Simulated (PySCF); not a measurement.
**Ionisation energy of Ag²⁺ by level of theory**

Ag²⁺ [Kr] 4d9 (2D) → Ag³⁺ [Kr] 4d8 (3F), as a difference of total energies. Calculation: PySCF 2.14, in aug-cc-pVTZ-PP with one added diffuse shell each of s, p, d, f, g type with ECP28MDF (7s7p6d4f3g, 113 functions); scalar relativity through the core potential. Correlated levels: valence: 4s2 4p6 frozen. The calculations carry no spin-orbit coupling.

| method | ionisation energy (eV) |
| --- | --- |
| UHF | 32.889 |
| LDA | 35.367 |
| PBE | 34.898 |
| PBE0 | 34.730 |
| r2SCAN | 34.490 |
| revPBE | 34.776 |
| wB97M-V | 34.618 |
| PBEsol | 34.941 |
| MP2 (valence) | 34.838 |
| SCS-MP2 (valence) | 34.707 |

Problem. How much does correlation contribute at MP2 (valence)?

Solution. 34.838 − (32.889) = 1.949 eV, measured against UHF.

The reference lies between the lowest fine-structure levels, while these numbers refer to the centres of the terms.

Errors of the correlated levels include the incompleteness of this basis and the frozen core.

For comparison: 34.8 ± 0.3 eV (semi-empirical (NIST evaluation); NIST Atomic Spectra Database, ionization energies).
